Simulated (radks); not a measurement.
All-electron atom: Tb2+ in [Xe] 4f9. Calculated with a radial shooting solver on a logarithmic mesh with Libxc functionals: scalar-relativistic Kohn-Sham, r2SCAN, spin-polarised, spherical densities, finite nucleus; open shells are filled with parallel spins first (spin-orbit coupling, left out, can overturn this in heavy ions); meta-GGA in the generalised Kohn-Sham scheme; Fermi nuclear charge, rms radius 5.06 fm.

Unscreened Slater integrals over Kohn-Sham orbitals (hartree). They are taken over the spin-up orbitals.

| integral | value |
|---|---|
| F0(4f,4f) | 1.0821 |
| F2(4f,4f) | 0.50188 |
| F4(4f,4f) | 0.31255 |
| F6(4f,4f) | 0.22422 |
| F0(4f,5p) | 0.69580 |
| F2(4f,5p) | 0.24263 |
| G2(4f,5p) | 0.13334 |
| G4(4f,5p) | 0.10109 |
| F0(4f,5s) | 0.78332 |
| G3(4f,5s) | 0.15336 |
| F0(5p,5p) | 0.58414 |
| F2(5p,5p) | 0.31447 |
| F0(5p,5s) | 0.62613 |
| G1(5p,5s) | 0.41789 |
| F0(5s,5s) | 0.68141 |

Derived for the open shells (J is the average intra-shell exchange parameter used in DFT+U). 4f: F4/F2 = 0.623, F6/F2 = 0.447, J = (286 F2 + 195 F4 + 250 F6)/6435 = 0.04049 hartree.
